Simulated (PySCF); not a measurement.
## Excitation energy of Hg by level of theory

Hg [Xe] 4f14 5d10 6s2 (1S) → Hg [Xe] 4f14 5d9 6s2 6p1 (high-spin determinant), as a difference of total energies. Calculation: PySCF 2.14, in aug-cc-pVDZ-PP with ECP60MDF; a scalar-relativistic core potential. Correlated levels: valence: 5s2 5p6 frozen. The calculations carry no spin-orbit coupling.

| method | excitation energy (eV) |
| --- | --- |
| UHF | 8.737 |
| MP2 (valence) | 10.284 |
| SCS-MP2 (valence) | 10.193 |
| CCSD (valence) | 9.909 |
| CCSD(T) (valence) | 9.916 |

How much does correlation contribute at CCSD(T) (valence)?

9.916 − (8.737) = 1.179 eV, measured against UHF.

The determinant of the upper state mixes LS terms, which raises its energy above the lowest term, most at the Hartree-Fock and MP2 levels.
